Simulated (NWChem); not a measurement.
Molecule: C₃H₅BO₂; SMILES C=C1B(CO1)O

```xyz
11

C     -1.3045     1.6710     0.0000
C     -0.3417     0.7251     0.0000
O      1.0372     0.9748     0.0000
C      1.4577    -0.4369     0.0000
B     -0.0987    -0.8208     0.0000
O     -0.8897    -1.9147     0.0000
H     -2.3590     1.3626     0.0000
H     -1.0642     2.7458     0.0000
H      2.0652    -0.6686    -0.9027
H      2.0652    -0.6686     0.9027
H     -0.3879    -2.7504     0.0000
```
Atoms are numbered in this order, from 1.

Level: PBE-D3(BJ)/def2-SVP (NWChem), optimised geometry, unscaled harmonic frequencies. 

Question: List the harmonic frequencies with IR intensities, and the thermochemistry.

Answer: 
```tsv
frequency (cm⁻¹)	IR intensity (km/mol)
133	6.8
236	2.6
242	3.4
424	4.8
468	30.9
581	1.6
599	59.6
693	1.0
725	2.1
809	49.4
835	18.2
839	76.7
877	25.7
956	127.3
1070	40.4
1118	1.3
1184	171.5
1219	72.3
1335	9.0
1392	7.1
1479	281.7
1679	56.6
2966	30.9
3020	18.3
3089	1.4
3199	1.1
3728	86.0
```

```yaml
zero_point_energy: 49.9 kcal/mol
thermal correction to the enthalpy at 298.15 K (with zero-point energy): 54.2 kcal/mol
heat capacity Cv: 22.0 cal/(mol K)
entropy at 298.15 K and 1 atm (symmetry number 1): 76.4 cal/(mol K)
dipole_moment: 3.04 D
```

Rigid rotor and harmonic oscillator.
